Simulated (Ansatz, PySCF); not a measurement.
C₃, singlet, at a GFN2-xTB geometry. Base run: MP2/def2-SVP in PySCF.

Input for PySCF:
```python
from pyscf import gto, scf, mp

mol = gto.Mole()
mol.atom = '''
    C    -1.286328    0.059186    0.015179
    C     0.000599    0.009603    0.008092
    C     1.285729   -0.068790   -0.023272
'''
mol.basis = 'def2-svp'
mol.charge = 0
mol.spin = 0
mol.verbose = 4
mol.build()

mf = scf.RHF(mol)
mf.kernel()

pt = mp.MP2(mf)
pt.kernel()
print('E(MP2) = %.10f' % pt.e_tot)
```

The same geometry, method and basis name were run in Ansatz (a quantum-chemistry and plane-wave program) and PySCF, at each program's defaults and at the settings that a row names. The base is PySCF at its defaults. Differences at the defaults can come from grids, fitting, cores and function types together.

```
code and settings                                                                 ΔE vs base (µEh)  basis functions      E (Eh)  SCF cycles
--------------------------------------------------------------------------------  ----------------  ---------------  ----------  ----------
PySCF, defaults (exact integrals, spherical functions, all electrons correlated)               0.0               42  -113.59589          10
Ansatz, defaults (factorised integrals, spherical functions, frozen core)                     7150               42  -113.58874           -
PySCF, frozen core                                                                            7148               42  -113.58874          10
Ansatz, high accuracy, frozen core                                                            7148               42  -113.58874           -
```
